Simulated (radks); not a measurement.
The numbers below are computed, except where a source is named.
Orbital eigenvalues (eV) of neutral gold, [Xe] 4f14 5d10 6s1, at several levels of relativity; Dirac values are averaged over j with weights 2j + 1. Spin-unpolarised spherical Kohn-Sham, LDA (Slater exchange, Perdew-Wang correlation), point nucleus unless stated (finite: rms radius 5.4371 fm), a radial shooting solver on a logarithmic mesh with Libxc functionals. A level marked "c x" has the speed of light scaled by that factor.

\begin{tabular}{lrrrrr}
shell & non-rel. & scalar-rel., finite nucleus & Dirac, finite nucleus & Dirac, c x 1.25 & change of magnitude, last against first (%) \\ \hline
3s & -2852.4 & -3360.0 & -3351.5 & -3148.1 & +10.36 \\
3p & -2631.5 & -2803.0 & -2822.0 & -2746.5 & +4.37 \\
3d & -2218.0 & -2205.6 & -2200.0 & -2207.7 & -0.47 \\
4s & -600.78 & -728.58 & -726.70 & -674.91 & +12.34 \\
4p & -505.55 & -545.77 & -550.83 & -532.67 & +5.37 \\
4d & -330.12 & -325.88 & -325.05 & -327.10 & -0.91 \\
4f & -94.878 & -81.592 & -81.307 & -86.280 & -9.06 \\
5s & -84.731 & -108.70 & -108.43 & -98.559 & +16.32 \\
5p & -54.487 & -60.065 & -61.134 & -58.387 & +7.16 \\
5d & -8.2892 & -7.1181 & -7.1633 & -7.5578 & -8.82 \\
6s & -4.4183 & -6.0771 & -6.0932 & -5.3404 & +20.87 \\
6p (empty) & -0.94446 & -0.88296 & -0.94648 & -0.92430 & -2.13 \\
\end{tabular}
